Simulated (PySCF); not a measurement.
C4H7BO.

```xyz
13

C      0.0022     2.2678     0.0000
B     -0.0321     0.7059     0.0000
C     -1.2507    -0.3120     0.0000
C     -0.5107    -1.6183     0.0000
C      0.8032    -1.3731     0.0000
O      1.1322    -0.0338     0.0000
H     -0.5307     2.6660    -0.8797
H      1.0258     2.6684     0.0000
H     -0.5307     2.6660     0.8797
H     -1.9095    -0.1843    -0.8787
H     -1.9095    -0.1843     0.8787
H     -0.9539    -2.6148     0.0000
H      1.6480    -2.0630     0.0000
```

Coordinates come from a PBE0-D3(BJ)/def2-SVP optimisation. This is a generated structure with no PubChem entry under its InChIKey; it may be hypothetical. One conformer was computed; it need not be the lowest.

The numbers are results of PBE0/pcSseg-1 in PySCF, not measurements. Non-relativistic, no solvent.

Computed absolute GIAO shielding of each atom: isotropic value and principal components (ppm):
| atom | σ(iso) | σ11 | σ22 | σ33 | span |
|---|---|---|---|---|---|
| C1 | 182.8 | 165.8 | 188.3 | 194.2 | 28.4 |
| B2 | 41.9 | -14.6 | 49.5 | 90.8 | 105.5 |
| C3 | 158.1 | 141.5 | 162.4 | 170.3 | 28.9 |
| C4 | 66.7 | -40.7 | 89.9 | 151.0 | 191.6 |
| C5 | 27.3 | -77.1 | 72.4 | 86.5 | 163.6 |
| O6 | 63.7 | -106.0 | 31.4 | 265.6 | 371.6 |
| H7 | 30.6 | 26.6 | 28.6 | 36.4 | 9.8 |
| H8 | 30.4 | 26.0 | 28.6 | 36.7 | 10.7 |
| H9 | 30.6 | 26.6 | 28.6 | 36.4 | 9.8 |
| H10 | 29.5 | 24.9 | 28.1 | 35.4 | 10.5 |
| H11 | 29.5 | 24.9 | 28.1 | 35.4 | 10.5 |
| H12 | 25.6 | 24.1 | 26.1 | 26.7 | 2.6 |
| H13 | 24.4 | 22.3 | 24.1 | 26.9 | 4.7 |
